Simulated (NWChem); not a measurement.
System: diantimony (Sb2); SMILES [Sb]#[Sb]

NWChem input:

```
start job
memory heap 200 mb stack 900 mb global 1100 mb
geometry units angstroms noautosym nocenter noautoz
  Sb     0.000000     0.000000     1.239107
  Sb     0.000000     0.000000    -1.239107
end
basis spherical
  * library def2-tzvpd
end
ecp
  Sb library def2-ecp
end
dft
  xc xpbe96 cpbe96
  iterations 150
end
property
  response 1 0.0
end
task dft property
```

The geometry was optimised at PBE0/def2-SVP. def2 effective core potentials on Sb; no spin-orbit coupling.

Static field.

**Question.** What results follow from this input? (PBE/def2-TZVPD with def2 effective core potentials on Sb.) Quantities: basis functions; isotropic polarisability (bohr³); anisotropy (bohr³).

**Answer.** 
* **number of basis functions**: 112
* **isotropic polarisability (bohr³)**: 96.0
* **anisotropy (bohr³)**: 66.3
